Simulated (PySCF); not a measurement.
**[TmOF]− at several levels of theory**

Computed with PySCF 2.14.0 (density fitting, no spin-orbit coupling) at the geometry relaxed with PBE0:

```xyz
3
[TmOF]− (singlet in the valence; each metal's 4f electrons, 13 of them, lie in its core potential, out of spins and levels)
Tm   -0.0027    0.0000   -0.2253
O     1.8221    0.0000    0.6872
F    -1.9343    0.0000    0.7776
```

| level | basis | state | HOMO (eV) | gap (eV) | charge on Tm1 (e) | population of f-type functions on Tm1 (polarisation alone where 4f lies in the core) | dipole about the centre of mass (D) | largest force component (eV/Å) |
| --- | --- | --- | --- | --- | --- | --- | --- | --- |
| PBE0 | Tm lcecp-0-SVP with ECP59, O def2-SVP, F def2-SVP | singlet | – | – | 0.27 | 0.03 | 7.55 | 0.02 |
| B3LYP | the same | singlet | – | – | 0.21 | 0.03 | 7.16 | 0.30 |
| PBE0 | Tm lcecp-0-TZVP with ECP59, O def2-TZVP, F def2-TZVP | singlet | – | – | 0.68 | 0.04 | 8.16 | 0.57 |

In the lcecp rows the 4f levels are missing from HOMO and gap, and the state counts the valence alone.

Charges are Mulliken's, which hang on the basis. The relaxation used the grid (50, 194), these runs (75, 302) or, all-electron (x2c bases, spin-free X2C Hamiltonian), (99, 590).

**Question.** What does BLYP with Tm lcecp-0-SVP with ECP59, O def2-SVP, F def2-SVP give here?

**Answer.** state singlet, charge on Tm1 (e) 0.05, population of f-type functions on Tm1 (polarisation alone where 4f lies in the core) 0.03, dipole about the centre of mass (D) 6.15, largest force component (eV/Å) 0.74. Time: 2.2 s on 2 threads of Arm Neoverse V1, with other jobs on the host, from an already converged density.

An lcecp potential fixes the number of 4f electrons, so in runs with it no electron can move into or out of that shell.

Small gap, closed shell not tested for a spin-broken solution: B3LYP, BLYP.
